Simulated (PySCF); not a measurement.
Si(CCH)(H)(Me)2 (C4H8Si), SMILES C#C[SiH](C)C. Geometry optimised at B3LYP-D3(BJ)/def2-SVP.

Computed with B3LYP-D3(BJ)/def2-SVP run with PySCF.

Harmonic wavenumbers (cm⁻¹): 124, 149, 160, 180, 205, 332, 348, 580, 623, 674, 705, 739, 739, 747, 779, 860, 902, 908, 1268, 1273, 1428, 1431, 1436, 1443, 2146, 2211, 3030, 3030, 3121, 3122, 3128, 3129, 3456. Rotational constants (GHz): 5.271, 2.729, 2.022; symmetry number 1.

### Question
Work out the zero-point energy and the ideal-gas rigid-rotor harmonic-oscillator thermochemistry at 298.15 K and 1 atm.

### Answer
ZPE = ½ Σ hcν = ½ × 44406 cm⁻¹ = 63.48 kcal/mol. H − E(el) = 68.99 kcal/mol. Entropy in cal/(mol K): translation 39.21, rotation 26.81, vibration 18.22, total 84.24. G − E(el) = 43.88 kcal/mol. Cp = 29.52 cal/(mol K). Modes under 150 cm⁻¹ make the vibrational entropy uncertain.
